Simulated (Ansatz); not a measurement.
CH$_{2}$BClOS (`O=CB(S)Cl`), charge 0, multiplicity 1.

Problem. Give a relaxed structure at PBE0-D4/def2-TZVP (the Gaussian-basis code of Ansatz). (Estimate.)

Solution. Computed: 
Cartesian coordinates in Å:
```
O 0.131 2.080 -0.332
C -0.295 0.973 -0.135
B 0.643 -0.320 0.016
S -0.085 -1.915 0.301
Cl 2.365 -0.154 -0.100
H -1.399 0.816 -0.050
H -1.360 -1.479 0.300
```
Point group Cs.
